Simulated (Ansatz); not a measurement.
Si2H6O2, closed shell: at the start structure of a reaction step.

in.yaml

```yaml
crystal:
  periodic: [false, false, false]
  atoms:
    - {symbol: Si, position_ang: [-0.637409, -0.182151, -0.151338]}
    - {symbol: Si, position_ang: [1.595395, 0.502565, -0.111647]}
    - {symbol: H, position_ang: [-1.200727, -0.358067, -1.525239]}
    - {symbol: O, position_ang: [-1.477977, 1.002283, 0.621415]}
    - {symbol: O, position_ang: [-0.720700, -1.642680, 0.607364]}
    - {symbol: H, position_ang: [2.081759, 0.612281, 1.289284]}
    - {symbol: H, position_ang: [1.741181, 1.824371, -0.778731]}
    - {symbol: H, position_ang: [2.437746, -0.486876, -0.836962]}
    - {symbol: H, position_ang: [-2.435014, 0.995606, 0.573149]}
    - {symbol: H, position_ang: [-1.384154, -2.267331, 0.312704]}
basis:
  gaussian: {orbitals: def2-TZVPP}
hamiltonian: {xc: {name: B97M-V}}
```

Command:

```bash
ansatz run in.yaml --threads 4 --pin off --events-out ev --progress --plain --max-ram 9574MiB
```

Output of Ansatz 0.2.0:

```
Functional definition: B97M-V
  name "B97M-V"
  cite "Mardirossian & Head-Gordon, J. Chem. Phys. 142, 074111 (2015) doi:10.1063/1.4907719"
  cite "Becke, J. Chem. Phys. 107, 8554 (1997) doi:10.1063/1.475007"
  cite "Vydrov & Van Voorhis, J. Chem. Phys. 133, 244103 (2010) doi:10.1063/1.3521275"
  # Of w^i u^j: cxij and so on, Table III.
  parameter cx00 = 1.000
  parameter cx01 = 1.308
  parameter cx02 = 1.901
  parameter cx10 = 0.416
  parameter cx11 = 3.070
  parameter css00 = 1.000
  parameter css02 = -1.855
  parameter css10 = -5.668
  parameter css32 = -20.497
  parameter css42 = -20.364
  parameter cos00 = 1.000
  parameter cos01 = 1.573
  parameter cos03 = -6.298
  parameter cos10 = 2.535
  parameter cos32 = -6.427
  parameter b = 6.0
  parameter c = 0.01
  gx(w, u) = cx00 + cx01*u + cx02*u^2 + (cx10 + cx11*u)*w
  gss(w, u) = css00 + css02*u^2 + css10*w + (css32*w^3 + css42*w^4)*u^2
  gos(w, u) = cos00 + cos01*u + cos03*u^3 + cos10*w + cos32*w^3*u^2
  exchange = spin_sum(e_x_unif_s*gx(b97_w, b97_u_x))
  correlation = spin_sum(e_c_pw_mod_same_spin*gss(b97_w, b97_u_same))
      + integral(e_c_pw_mod_opposite_spin*gos(b97_w_opposite, b97_u_opposite)) + vv10(b, c)
1232 factors; their error is unknown
mean field evaluation 1: about -19937.2662 eV, gradient 7.6e1 eV
mean field evaluation 2: about -19908.2566 eV, gradient 1.4e2 eV
mean field evaluation 4: about -19946.5999 eV, gradient 4.1e0 eV
mean field evaluation 8: about -19946.6567 eV, gradient 2.2e-1 eV
mean field evaluation 16: about -19946.6232 eV, gradient 5.8e-4 eV
mean field -19946.62320380 eV, -733.0248824327 hartree, gradient 2.1e-5 eV, S^2 0.000000; 0 other end points of the search recorded, 0 dependent functions left out
reference -19946.62327182 eV, -733.0248849325 hartree; 25, 25 occupied and 205, 205 virtual orbitals, 1232 factors
Total energy: -19946.62327182 eV, -733.0248849325 hartree
```

The lines “mean field evaluation” count trial sets of orbitals through the whole run, from several starts and some on an approximate energy, so they need not fall steadily or lie above the final value.

Hardware: 4 CPU threads of an Arm Neoverse V1, shared host. Wall time about 7 s.
